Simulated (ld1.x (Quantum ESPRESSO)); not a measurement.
How hard is this nickel TM potential?

- Element: nickel (Ni)
- Generator: ld1.x (Quantum ESPRESSO) 7.5
- Type: norm-conserving Troullier–Martins (Kleinman–Bylander form)
- Functional: PBE
- Relativity: scalar-relativistic
- Frozen core: [Ne]
- Valence charge: 18
- Reference configuration: 3s2 3p6 3d8 4s1.5 4p0.5
- Partial waves: 3p (bound): rc 1.10 bohr; 3d (bound): rc 1.40 bohr; 3s (bound): rc 0.75 bohr
- Local potential: the s channel
- Core correction: Bessel-smoothed model core inside 0.70 bohr

Occupied shells without a wave of their own: 4p, 4s. They enter only through the test configuration that unscreens the potential, and ld1.x also counts them in the model core charge.

The pseudo-atom Hamiltonian at the reference potential is diagonalised in spherical Bessel functions j_l(qr) that vanish at 20 bohr, with q² up to the cutoff. All-electron valence levels (Ry): 3p -5.3240, 4p -0.1257, 3d -0.7275, 3s -8.2396, 4s -0.4638.

Task: How do the lowest levels (Ry) of each channel move with the cutoff, and are there ghosts?

Result:

```tsv
cutoff (Ry)	p #1	p #2	d #1	s #1	s #2	f #1	f #2	Σ f·Δε (mRy)
8	-1.5159	-0.0306	0.0400	-6.4608	-0.3190	0.0951	0.2195	32817.9
25	-4.2730	-0.0931	0.0388	-7.1567	-0.3974	0.0951	0.2195	14724.8
50	-5.2343	-0.1224	-0.0619	-7.7735	-0.4318	0.0951	0.2195	6851.6
100	-5.3234	-0.1264	-0.7070	-8.1967	-0.4654	0.0951	0.2195	258.0
180	-5.3240	-0.1264	-0.7272	-8.2205	-0.4670	0.0951	0.2195	42.2
400	-5.3241	-0.1264	-0.7275	-8.2394	-0.4683	0.0951	0.2195	0.0
```

Result: no extra level below or beside the all-electron valence levels (p, d, s, f tested); 10 mRy is reached at 230 Ry and 1 mRy at over 300 Ry.

ld1.x takes every shell without a wave as core, so the model core holds the 4p, 4s electrons as well and exchange and correlation see them twice. This cancels in the reference configuration, but the file is broken for other ones, and its errors say nothing about a proper core correction. Its largest configuration-test error is -717 meV.
